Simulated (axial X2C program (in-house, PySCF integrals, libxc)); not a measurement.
## Low determinants of SnTe⁺ at the PBE0 level, two-component

All values were computed with an axial X2C code built on PySCF integrals. Two-component (2c) means X2C with spin–orbit coupling and atomic mean-field two-electron Coulomb and Gaunt terms. Basis: Te dyall-cv3z [11s12p8d4f1g], Sn dyall-cv3z [11s12p9d4f1g] (cores contracted in-house); Gaussian nuclei, density fitting, unrestricted open shells. Masses: Te 129.906 u, Sn 119.902 u.

Search at 2.690 Å (vertical energies from the lowest determinant):

| ΔE (eV) | state | electrons beyond evenly filled partner blocks | electrons in ±ω = 1/2, 3/2, 5/2, 7/2 |
| --- | --- | --- | --- |
| 0.00 | Ω = 3/2 | ω = 3/2 | 64 29 8 0 |
| 0.43 | Ω = 1/2 | ω = 1/2 | 63 30 8 0 |
| 1.97 | Ω = 1/2 | 2 × ω = -1/2, ω = 3/2 | 64 29 8 0 |
| 2.32 | Ω = 5/2 | ω = -1/2, 2 × ω = 3/2 | 63 30 8 0 |
| 2.41 | Ω = 5/2 | 2 × ω = 1/2, ω = 3/2 | 64 29 8 0 |
| 2.48 | Ω = 7/2 | ω = 1/2, 2 × ω = 3/2 | 63 30 8 0 |
| 2.53 | Ω = 1/2 | ω = 1/2 | 65 28 8 0 |

Lowest determinant, Ω = 3/2 (⟨Sz⟩ = 0.50, ⟨Lz⟩ = 1.00 at PBE0): Re = 2.686 Å, ωe = 211.9 cm⁻¹.

The determinant in row 2 of the search, Ω = 1/2 (⟨Sz⟩ = -0.43, ⟨Lz⟩ = 0.93 at PBE0), was followed along the bond at PBE0; measured from the minimum of the lowest determinant it gives:

Te = 0.426 eV (3439 cm⁻¹), Re = 2.675 Å, ωe = 207.1 cm⁻¹.

(1) Compare the bond of the determinant in row 2 with that of the lowest one.

The search compares states at one distance, so a state with another bond length can lie lower; it is not exhaustive and yields mostly the lowest determinant of each block pattern, so other components and higher states of one pattern are missing. These are energies of single determinants, not of spin-adapted states; PBE0 term energies can be off by some tenths of an eV, and the functional has no current term.

Answers

(1) At PBE0 its Re is 0.011 Å shorter and its force constant, which goes as ωe², is 0.96 times that of the lowest determinant. T0 ≈ Te + Δωe/2 = 3439 + (-2) = 3437 cm⁻¹.
